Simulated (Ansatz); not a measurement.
The cluster Te₃Pt₂, 5 atoms. Hardware: 4 threads of Intel Xeon on a shared host.

In the def2 sets Pt, Te take a core potential; there is no spin–orbit coupling. Correlated methods freeze 12 core orbitals; core or outer-core shells of Pt, Te are correlated, in sets that lack core-valence functions.

Question: How many basis functions does each of these Ansatz runs have, and roughly what does it cost? PBE0-D4/def2-SVP, charge 0 singlet, energy, from earlier orbitals; HSE06-D4/def2-TZVP, charge 0 singlet, energy, from earlier orbitals; PBE-D4/def2-SVP, charge 0 singlet, energy, from earlier orbitals; PBE-D4/def2-TZVP, charge 0 singlet, energy and forces, from earlier orbitals; PBE0-D4/def2-TZVP, charge 0 singlet, energy, from earlier orbitals; r2SCAN0-D4/def2-TZVP, charge 0 singlet, energy, from earlier orbitals; MP2/def2-TZVP, charge 0 singlet, energy, from earlier orbitals; r2SCAN-D4/def2-TZVP, charge 0 singlet, energy, from earlier orbitals; B97M-V/def2-TZVP, charge 0 singlet, energy, from earlier orbitals; PBE-D4/def2-SVP, charge 0 singlet, relaxation, 5 steps.

Answer: Other jobs shared the machine, so times can vary by a factor of up to 3. A dash marks memory too small to be measured apart from the calling script's.

| run | functions | fitting or Cholesky vectors | wall time | peak host memory (GiB) |
| --- | --- | --- | --- | --- |
| PBE-D4/def2-SVP, charge 0 singlet, energy, from earlier orbitals | 142 | 1626 | 5.5 s | – |
| PBE0-D4/def2-SVP, charge 0 singlet, energy, from earlier orbitals | 142 | 1651 | 11 s | – |
| PBE-D4/def2-TZVP, charge 0 singlet, energy and forces, from earlier orbitals | 230 | 1950 | 12 s | – |
| r2SCAN-D4/def2-TZVP, charge 0 singlet, energy, from earlier orbitals | 230 | 1950 | 20 s | – |
| HSE06-D4/def2-TZVP, charge 0 singlet, energy, from earlier orbitals | 230 | 2142 | 21 s | 1.1 |
| PBE0-D4/def2-TZVP, charge 0 singlet, energy, from earlier orbitals | 230 | 2142 | 26 s | 1.1 |
| PBE-D4/def2-SVP, charge 0 singlet, relaxation, 5 steps | 142 | 1626 | 27 s | – |
| r2SCAN0-D4/def2-TZVP, charge 0 singlet, energy, from earlier orbitals | 230 | 2142 | 28 s | 1.1 |
| B97M-V/def2-TZVP, charge 0 singlet, energy, from earlier orbitals | 230 | 1950 | 31 s | 0.56 |
| MP2/def2-TZVP, charge 0 singlet, energy, from earlier orbitals | 230 | 2192 | 78 s | 1.1 |
